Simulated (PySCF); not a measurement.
Compound: C4H9FSi.
Numbering: `[CH3:1]/[C:2]([SiH3:3])=[CH:4]/[CH2:5][F:6]` (hydrogens: H7, H8, H9 on C1; H10, H11, H12 on Si3; H13 on C4; H14, H15 on C5)

The closed-shell SCF was solved with PySCF and density fitting under several settings on one GFN2-xTB geometry (grid level 2 and gas phase unless stated).

```json
{"settings": "PBE0/pcSseg-1", "basis functions": "154", "SCF cycles": "13", "E (Eh)": "-546.6901", "HOMO (eV)": "-7.29", "LUMO (eV)": "-0.10", "dipole (D)": "2.15"}
{"settings": "wB97X-D/def2-SVPD", "basis functions": "199", "SCF cycles": "12", "E (Eh)": "-546.7917", "HOMO (eV)": "-9.14", "LUMO (eV)": "1.62", "dipole (D)": "2.17"}
```

Estimate the row for these settings: PBE0/6-31++G**.

```
      settings  basis functions  SCF cycles     E (Eh)  HOMO (eV)  LUMO (eV)  dipole (D)
PBE0/6-31++G**              166          13  -546.7258      -7.25      -0.12        2.15
```

Over all rows, what range does the HOMO–LUMO gap span?

From 7.13 eV (PBE0/6-31++G**) to 10.76 eV (wB97X-D/def2-SVPD). The functional of the narrowest has 25 % exact exchange, that of the widest range-separated exact exchange.

Compare two rows with the functional PBE0: PBE0/6-31++G** and PBE0/pcSseg-1. Which energy is lower, and by how much?

PBE0/6-31++G** (166 functions) lies 0.0357 Eh or 22 kcal/mol below PBE0/pcSseg-1 (154 functions).

wB97X-D ran without the empirical dispersion term, which would shift the total energy alone. Cycle counts include a coarse-grid stage where the run had one. All basis functions are spherical, in the Pople sets too.

The values belong to the conformer `[CH3:1]/[C:2]([SiH3:3])=[CH:4]/[CH2:5][F:6]`: C2–C4–C5–F6 0°.
